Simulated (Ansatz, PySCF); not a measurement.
Enthalpy of formation at 298 K: 12 cases among radicals of silicon compounds with O, N or halogens, in kcal/mol, species as SMILES. Set-up: valence correlation only; no dispersion term unless named; spin-orbit terms left out; six Cartesian d functions in 6-31G* and its kin unless marked 5d; non-relativistic; open shells spin-unrestricted. Basis-set limits of correlation are two-point, X^-3; Hartree-Fock from the larger set. First-principles rows: single points at B3LYP-D3(BJ) geometries (Ansatz, a program for electronic structure), with unscaled harmonic terms from B3LYP/6-31G* (Ansatz) at its own minima, enthalpies of formation by atomisation with measured atoms.

Coupled cluster (Ansatz) is a level with limits of its own, used here on species with T1 under 0.025 (0.045 for open shells) and stable references: (a) CCSD(T)/CBS(aug-cc-pV(T+d)Z,aug-cc-pV(Q+d)Z); (b) CCSD(T)/CBS(cc-pV(T+d)Z,cc-pV(Q+d)Z).

```csv
species,atoms,coupled cluster,difference of BP86/def2-SVP (PySCF),difference of BP86/6-31G* (5d) (PySCF),difference of B3LYP/6-31G* (Ansatz),difference of MP2/3-21G (Ansatz),difference of B3LYP/def2-TZVPD (Ansatz),difference of wB97X-V/def2-TZVPD (Ansatz)
N[Si](F)F,6,-170.3 (a),2.9,4.6,23.6,125.8,8.8,3.0
N[SiH2][O],7,-28.6 (b),-5.7,-2.5,15.5,129.6,1.3,-3.6
N[Si](N)Cl,8,-44.3 (a),-7.2,1.5,27.7,157.7,6.0,-2.4
[SiH3]O[SiH]Cl,8,-93.4 (a),11.4,15.2,30.7,152.6,14.6,0.3
[SiH2]OC,8,-20.6 (a),-12.2,-10.8,9.7,119.7,4.2,-1.1
N[SiH]N,8,3.8 (a),-10.1,-1.9,21.0,145.2,0.3,-3.4
C[N][SiH3],9,44.4 (a),-18.1,-17.0,3.8,142.0,-2.2,-6.8
N[Si](N)O,9,-77.6 (b),-7.5,3.9,33.9,180.1,5.3,-0.8
[SiH3]N[CH2],9,32.3 (a),-16.7,-10.7,10.6,140.5,-0.3,-5.2
O[Si]([SiH3])[SiH3],11,-17.8 (b),2.6,6.5,28.7,193.1,13.4,-4.1
[SiH2](N)[N][SiH3],11,15.7 (b),-5.3,0.4,23.6,202.2,2.5,-7.7
N[SiH][SiH2]N,11,13.2 (b),-9.6,-1.2,26.7,197.2,4.5,-6.5
```

```csv
level,cases,mean signed difference,mean absolute difference,median absolute difference,largest absolute difference
BP86/def2-SVP (PySCF),12,-6.29,9.11,8.55,18.1
BP86/6-31G* (5d) (PySCF),12,-1.00,6.35,4.25,17.0
B3LYP/6-31G* (Ansatz),12,21.29,21.29,23.60,33.9
MP2/3-21G (Ansatz),12,157.14,157.14,148.90,202.2
B3LYP/def2-TZVPD (Ansatz),12,4.87,5.28,4.35,14.6
wB97X-V/def2-TZVPD (Ansatz),12,-3.19,3.74,3.50,7.7
```

BP86/def2-SVP lies above in 3 of 12 cases and within 2 kcal/mol in 0; mean signed difference -6.29 kcal/mol, mean absolute 9.11 kcal/mol (8.25 over the 6 cases of up to 8 atoms, 9.97 over the larger). These figures hold for the species listed.

How the rows were picked: cases drawn at random among the computed members of the class with clean coupled-cluster diagnostics. The batch they came from held 60 cases of this property in the class: 0 with a tabulated value, 57 with clean coupled cluster alone, 3 with neither, which enter no statistics. The levels are drawn from those run on every case listed, the commonest habits more often. No case is left out for the size of its miss. Left out are saddle points of the reference geometry, anions that the best level run finds unbound, excited spin states, species near biochemistry, 298 K rows of species without real B3LYP wavenumbers, cases with under five habitual levels, runs that failed or that the program found above a lower state of the same kind, table entries that another table contradicts, and a share of species set aside by lot.
